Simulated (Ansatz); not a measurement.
Relaxation of GeH₄O₂ (7 atoms, charge 0, multiplicity 1), to a largest force component of 0.03 eV/Å in at most 50 steps.

Theory: RKS BHLYP-D4/def2-SVP in Ansatz.

```xyz
7
Properties=species:S:1:pos:R:3
Ge -0.015 -0.230 0.237
H 0.459 -0.226 1.681
O 1.661 -0.437 -0.235
H 2.252 -0.011 0.378
O -0.707 1.328 -0.190
H -1.112 1.380 -1.053
H -0.849 -1.362 -0.341
```

Task: Where does it end, and by what steps?

Result: It converged. After 6 steps the energy has fallen by 0.428 eV; H2 moved furthest, 0.46 Å.

```
step  energy less start (eV)  largest force component (eV/Å)  accepted
   0                  0.0000                           1.429       yes
   1                 -0.3139                           0.541       yes
   2                 -0.3702                           0.274       yes
   3                 -0.4046                           0.259       yes
   4                 -0.4261                           0.204       yes
   5                 -0.4251                           0.362        no
   6                 -0.4284                           0.015       yes
```

```xyz
7
Properties=species:S:1:pos:R:3
Ge 0.007 -0.284 0.349
H 0.036 -0.248 1.872
O 1.626 -0.451 -0.331
H 2.266 0.175 -0.001
O -0.676 1.279 -0.104
H -0.794 1.408 -1.042
H -0.776 -1.439 -0.266
```

Run time: 22 s on 1 thread of AMD EPYC 7R43 64-Core Processor (Zen 3), on a shared host, peak memory 0.17 GiB.
